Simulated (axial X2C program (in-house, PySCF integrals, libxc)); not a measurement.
Outer orbitals of BaH⁺ at 2.140 Å, HF

Calculated with an axial X2C code built on PySCF integrals. Spin-free means the one-electron spin-free X2C Hamiltonian; two-component (2c) means X2C with spin–orbit coupling and atomic mean-field two-electron Coulomb and Gaunt terms, so the difference of the two also holds small scalar two-electron terms. Basis: Ba dyall-v2z [12s13p8d], H dyall-v2z [5s1p] (cores contracted in-house); Gaussian nuclei, density fitting, unrestricted open shells. Masses: Ba 137.905 u, H 1.008 u.

The distance is close to the 2c PBE0 minimum; the highest filled and lowest empty levels are listed.

Spin-free orbitals, state M_S = 0, Λ = 0 (closed shell) (Löwdin shares):

```
symmetry  occupied  ε (eV)             atomic character
     π+α       yes  -29.15                    100% Ba p
     π-α       yes  -29.15                    100% Ba p
      σα       yes  -28.97             97% Ba p, 2% H s
      σα       yes  -12.81  60% H s, 22% Ba d, 11% Ba s
      σα        no   -4.20  76% Ba s, 16% Ba p, 8% Ba d
     π-α        no   -2.82            91% Ba p, 9% Ba d
     π+α        no   -2.82            91% Ba p, 9% Ba d
      σα        no   -2.61  63% Ba p, 32% Ba d, 4% Ba s
```

One partner of each degenerate Kramers or spin pair is listed.

Spinors with spin–orbit coupling (state Ω = 0):

```
  ω  occupied  ε (eV)             atomic character     λ mixture
1/2       yes  -30.59                     99% Ba p  70% π, 30% σ
3/2       yes  -28.42                    100% Ba p        100% π
1/2       yes  -28.31                     97% Ba p  70% σ, 30% π
1/2       yes  -12.82  60% H s, 22% Ba d, 11% Ba s        100% σ
1/2        no   -4.20  76% Ba s, 16% Ba p, 8% Ba d        100% σ
1/2        no   -2.86           90% Ba p, 10% Ba d   98% π, 2% σ
3/2        no   -2.79            91% Ba p, 9% Ba d        100% π
1/2        no   -2.61  64% Ba p, 31% Ba d, 4% Ba s   98% σ, 2% π
```

One partner of each degenerate Kramers or spin pair is listed.

Mulliken charges and populations of the two-component result (they depend on the basis, above all on diffuse functions):

Ba 1.46 e (s 10.17 p 24.02 d 20.36), H -0.46 e (s 1.45 p 0.01).

The state is one determinant whose occupation by symmetry is held fixed; it was picked as the lowest of a PBE0 search that is not exhaustive.
